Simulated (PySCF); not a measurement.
**In⁺ (indium, charge +1) across methods**

[Kr] 4d9 5s2 5p1, one real determinant (an excited configuration). Calculation: PySCF 2.14, in ANO-RCC-VTZP (7s6p4d2f1g, 68 functions); scalar relativity by spin-free X2C-1e.

| method | E (hartree) | mean ε 5s α (eV) | mean ε 5s β (eV) | mean ε 5p α (eV) | Σ⟨r²⟩ (bohr²) | ⟨S²⟩ |
| --- | --- | --- | --- | --- | --- | --- |
| PBE0 | -5879.51 | -18.896 | -17.680 | -11.754 | 46.39 | 2.004 |
| UHF | -5877.20001 | -21.564 | -19.168 | -14.156 | 47.07 | 2.012 |
| LDA | -5873.99 | -18.037 | -17.239 | -10.819 | 46.25 | 2.001 |
| r2SCAN | -5879.85 | -18.019 | -16.962 | -11.066 | 46.30 | 2.005 |
| wB97X-V | -5879.57 | -21.272 | -20.025 | -13.791 | 46.43 | 2.003 |
| PBE | -5879.44 | -17.727 | -16.834 | -10.755 | 46.43 | 2.002 |
| BP86 | -5880.54 | -17.892 | -17.048 | -10.859 | 46.28 | 2.002 |
| MN15 | -5883.94 | -19.674 | -18.645 | -12.273 | 46.42 | 2.003 |

⟨L²⟩ = 8.01 against 12 for a pure F term, so this real determinant mixes terms.
